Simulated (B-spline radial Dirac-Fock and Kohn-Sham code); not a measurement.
## Anomalous scattering factors of K, 611 eV to 5.4147 keV

Calculated with a radial B-spline solver, using the dispersion relation over Dirac-Hartree-Slater subshell photoionisation cross sections, with the Kissel-Pratt high-energy constant (isolated atom, no bound-bound lines or fine structure). The forward scattering factor is f₀ + f′ + i f″.

Edges near this range: K 3608.4 eV.

```
hν (eV)  λ (Å)  f′ (e)  f″ (e)  tabulated f′  tabulated f″
    611  20.29  -1.354   7.690             –          7.46
  795.6  15.58  -0.484   5.294             –          5.12
   1000  12.40  -0.302   3.754         -0.34          3.62
 1253.6  9.890  -0.372   2.636         -0.41          2.51
   1485  8.349  -0.511   2.005         -0.55          1.88
 1486.9  8.338  -0.512   2.001         -0.55          1.87
   1569  7.902  -0.567   1.832         -0.60          1.71
   2000  6.199  -0.864   1.221         -0.90          1.13
   2675  4.635  -1.402   0.741         -1.44          0.70
   2936  4.223  -1.696   0.630         -1.75          0.60
 2984.4  4.154  -1.763   0.613         -1.81          0.59
   3162  3.921  -2.065   0.553         -2.14          0.53
   4000  3.100  -1.507   3.496         -1.45          3.43
 4510.9  2.749  -0.515   2.883         -0.50          2.83
   5113  2.425  -0.042   2.353         -0.05          2.31
 5414.7  2.290       ?       ?             ?             ?
```

Problem. What are f′ and f″ at Cr Kα (5414.7 eV)?

Solution. f′ = 0.091 and f″ = 2.141 electrons (tables: 0.08 and 2.10). By the optical theorem f″ corresponds to a photoabsorption cross section 2 rₑ λ f″ = 27600 b.

Tabulated f′: xraylib 4.2 anomalous scattering factors (Cullen et al., EPDL97); f″: Chantler's tables (J. Phys. Chem. Ref. Data 1995 and 2000). Both are theoretical tables.
